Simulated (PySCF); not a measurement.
C₂H₈O₂Si, SMILES C[C@H](O)[SiH2]O. The structure is a stationary point at PBE-D3(BJ)/def2-SVP. The structure was generated by enumeration; whether it is a known compound was not checked. One conformer was computed; it need not be the lowest.

### Question
Give the equilibrium geometry at PBE-D3(BJ)/def2-SVP (PySCF confirms it by a frequency run) as Cartesian coordinates in Å. (Estimate from the structure and the level; the computed values follow.)

### Answer
One answer among several that fit: 
```xyz
13

C      2.0846    -0.3522     0.4450
C      0.8380     0.1877    -0.2417
O      0.4977     1.5277     0.2032
Si    -0.7840    -0.8190    -0.0389
O     -1.9880     0.2533    -0.5208
H      1.9147    -0.5053     1.5330
H      2.3789    -1.3339     0.0192
H      2.9390     0.3464     0.3258
H      1.0365     0.3022    -1.3301
H      0.4732     1.5000     1.1801
H     -0.8667    -2.0645    -0.8747
H     -0.9000    -1.1945     1.4227
H     -1.6133     1.1541    -0.4099
```
Charge 0, spin multiplicity 1.
